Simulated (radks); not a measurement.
Results of a calculation; reference values are marked as such.
Isoelectronic series with 57 electrons, all held in the configuration [Xe] 5d1 6s2, which need not be the ground one along the series. Code: a radial shooting solver on a logarithmic mesh with Libxc functionals. Model: scalar-relativistic Kohn-Sham, BLYP, spin-unpolarised, spherical densities, point nucleus. Total energies (hartree) and mean radii <r> (bohr):

| ion | E (hartree) | 5d | 6s |
|---|---|---|---|
| La | -8494.0177 | 3.013 | 4.421 |
| Pr2+ | -9236.4834 | 2.136 | 3.276 |
| Pm4+ | -10015.0714 | 1.772 | 2.715 |
| Eu6+ | -10830.1611 | 1.543 | 2.355 |
| Ho10+ | -12571.7642 | 1.252 | 1.895 |
| Tm12+ | -13499.3817 | 1.150 | 1.735 |
| Lu14+ | -14465.7011 | 1.066 | 1.602 |

Estimate the row of Tb8+.

Answer. E (hartree) -11682.2170; 5d 1.379; 6s 2.095.
